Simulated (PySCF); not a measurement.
# S⁴⁺: ionisation energy

S⁴⁺ [Ne] 3s2 (1S) → S⁵⁺ [Ne] 3s1 (2S), as a difference of total energies. Calculation: PySCF 2.14, in an uncontracted even-tempered set (18 s from 0.13 bohr⁻², ratio 2.5; 12 p from 0.17 bohr⁻², ratio 2.5; 5 d from 0.94 bohr⁻², ratio 2.7; 5 f from 1.4 bohr⁻², ratio 2.7); no relativity, point nucleus. Correlated levels: outer shells: 1s2 frozen; virtual orbitals above 40 to 60 times the deepest correlated orbital energy dropped. The calculations carry no spin-orbit coupling.

```csv
method,ionisation energy (eV)
UHF,70.616
MP2 (outer shells),72.062
SCS-MP2 (outer shells),72.199
CCSD (outer shells),72.325
CCSD(T) (outer shells),72.376
```

Task: Which method comes closest to the reference value, and which is furthest?

Result: The reference is 72.594 eV (measured; NIST Atomic Spectra Database, ionization energies). Closest: CCSD(T) (outer shells) (error -0.218 eV); furthest: UHF (error -1.978 eV).
